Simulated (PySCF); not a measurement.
C6H5OS (doublet state).
Numbering: `[CH2:1][c:2]1[cH:3][cH:4][c:5]([CH:6]=[O:7])[s:8]1` (hydrogens: H9, H10 on C1; H11 on C3; H12 on C4; H13 on C6)

Geometry (GFN2-xTB, Å), atoms numbered from 1 in this order:
```
atom  x, y, z in Å
C1     2.602    0.514   -0.038
C2     1.284    0.219   -0.015
C3     0.675   -1.068    0.055
C4    -0.691   -1.024    0.055
C5    -1.219    0.274   -0.011
C6    -2.602    0.648   -0.028
O7    -3.026    1.783   -0.083
S8     0.034    1.469   -0.077
H9     2.949    1.529   -0.096
H10    3.341   -0.266    0.000
H11    1.264   -1.965    0.102
H12   -1.328   -1.889    0.104
H13   -3.287   -0.222    0.014
```

The hyperfine couplings belong to this conformer and change with its torsions.

Method: UKS B3LYP, pcH-1 on C H O S, non-relativistic, mean-field spin-orbit, GIAO in PySCF 2.14.0. Isolated species at its GFN2-xTB geometry (one conformer only). Couplings are sensitive to structure, and on GFN2-xTB geometries they can be far from those on DFT ones. The SCF solution wasn't tested for stability. ⟨S²⟩ is 0.783 where a pure state has 0.75.

(1) Give the principal g shifts and their parts.

(2) What effective moment and Curie constant follow for a powder?

(3) At 94.245 GHz, how far is the centre of the isotropic spectrum from where a free electron (g = 2.002319) resonates?

(4) What are the electron Larmor frequencies g μB B/h along the three axes at 340 mT?

(5) In a frozen sample, at which fields do the three g values resonate at 9.5, 34, 94 and 263 GHz (hyperfine left aside), and which band first spreads them over more than twice a line width of 0.5 mT?

Answers

(1) 
| Δg (ppt) | 1 | 2 | 3 |
| --- | --- | --- | --- |
| relativistic mass correction | -0.18 | -0.18 | -0.18 |
| gauge correction | -0.01 | 0.04 | 0.04 |
| orbital Zeeman/spin–orbit | 0.02 | 1.70 | 5.27 |
| total | -0.17 | 1.56 | 5.13 |

So g = 2.00215, 2.00388, 2.00745 and g_iso = 2.00449; the tensor is rhombic: the two nearest values differ by 33 % of g3 − g1. Axes: g1 is normal to the molecular plane, g2 points within 10° of the C5–S8 bond and g3 points within 10° of the C1–H10 bond.

(2) With the mean of g² = 4.0180 and S(S+1) = 0.75: μ_eff = √(⟨g²⟩S(S+1)) = 1.736 μB and χT = 0.12505·⟨g²⟩·S(S+1) = 0.377 cm³ K/mol (cgs; spin-Hamiltonian part alone).

(3) B = hν/(g μB) with μB/h = 13.99624 MHz/mT gives 3362.90 mT for the free electron and 3359.25 mT at g_iso, 3.64 mT lower.

(4) 9.5277, 9.5359, 9.5529 GHz for g1, g2 and g3, a range of 25.2 MHz.

(5) 
```
band    GHz  B(g3) mT  B(g2) mT  B(g1) mT  spread mT
   X    9.5    338.12    338.72    339.01       0.89
   Q   34.0   1210.11   1212.26   1213.31       3.20
   W   94.0   3345.59   3351.55   3354.44       8.85
   J  263.0   9360.53   9377.20   9385.30      24.77
```

The spread grows in proportion to the frequency. Q band is the first where it exceeds 1.0 mT.

The largest Mulliken spin populations are on C1 (+0.56), C5 (+0.30), C3 (+0.30) and C2 (-0.19). The positive populations add up to 1.44 and the negative ones to -0.44, together 2S = 1. The angles at C1 add up to 360.0°, so it is planar.

The HOMO–LUMO gaps are 4.04 eV among the α and 3.68 eV among the β orbitals.
